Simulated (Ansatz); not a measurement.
A run for Ansatz (a first-principles code): R-SVWN5/def2-TZVPP on Br4OW (SMILES [O]=[W]([Br])([Br])([Br])[Br]). Elements past Kr take the def2 small-core potentials; no spin–orbit coupling.

Ansatz 0.2 input:
```yaml
crystal:
  periodic: [false, false, false]
  atoms:
    - {symbol: W, position_ang: [0.10916079, -0.00066616, -0.00008917]}
    - {symbol: Br, position_ang: [-0.47325442, 0.00898881, 2.40339856]}
    - {symbol: Br, position_ang: [-0.47645391, -0.00317105, -2.40280905]}
    - {symbol: O, position_ang: [1.78750965, -0.01091251, -0.00118760]}
    - {symbol: Br, position_ang: [-0.45882307, 2.40633525, -0.00574891]}
    - {symbol: Br, position_ang: [-0.48803904, -2.40057435, 0.00643616]}
basis:
  gaussian:
    orbitals: def2-TZVPP
hamiltonian:
  xc: {name: SVWN5}
scf: {lower_state_search: off}
```

Program output:

```
WARN ansatz: RAYON_NUM_THREADS=4 ignored (pool sized by the plan → 4); use --threads N
Functional definition: SVWN5
these checks for a lower state are left out or cut short: stability, starts, cluster_reference, orbital_swaps, neighbouring_geometries, increment
integrals: 0.39 GiB planned
1990 factors; their error is unknown
mean field: 1.98 GiB planned
mean field evaluation 1: about -283654.2445 eV, gradient 7.8e1 eV
mean field evaluation 2: about -283416.7802 eV, gradient 2.8e2 eV
mean field evaluation 4: about -283657.1854 eV, gradient 5.5e1 eV
mean field evaluation 8: about -283664.2543 eV, gradient 1.0e0 eV
mean field evaluation 16: about -283664.1716 eV, gradient 2.4e-3 eV
mean field -283664.17157151 eV, -10424.4660307717 hartree, gradient 2.3e-6 eV, S^2 0.000000; 0 other end points of the search recorded, 0 dependent functions left out
reference -283664.17161075 eV, -10424.4660322136 hartree; 81, 81 occupied and 198, 198 virtual orbitals, 1990 factors
Total energy: -283664.17161075 eV, -10424.4660322136 hartree
Checks for a lower state left out: stability, starts, cluster_reference, orbital_swaps, neighbouring_geometries, increment
```

The run converged.

Cost: roughly 9 core-seconds.
